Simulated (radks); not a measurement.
Values are calculated unless marked as measured or tabulated.
Removal energies from neutral iridium, [Xe] 4f14 5d9, by Delta-SCF beside the eigenvalue of the level emptied. Code: a radial shooting solver on a logarithmic mesh with Libxc functionals. Model: non-relativistic Kohn-Sham, PBE, spin-polarised, spherical densities, point nucleus. Open shells are filled with parallel spins first.

removed from         final configuration  Delta-SCF (eV)  -eigenvalue (eV)
5d                         [Xe] 4f14 5d8           8.251             3.791
5p            [Kr] 4d10 4f14 5s2 5p5 5d9          49.987            44.619
4f                         [Xe] 4f13 5d9          77.569            67.368
5s            [Kr] 4d10 4f14 5s1 5p6 5d9          77.928            72.328
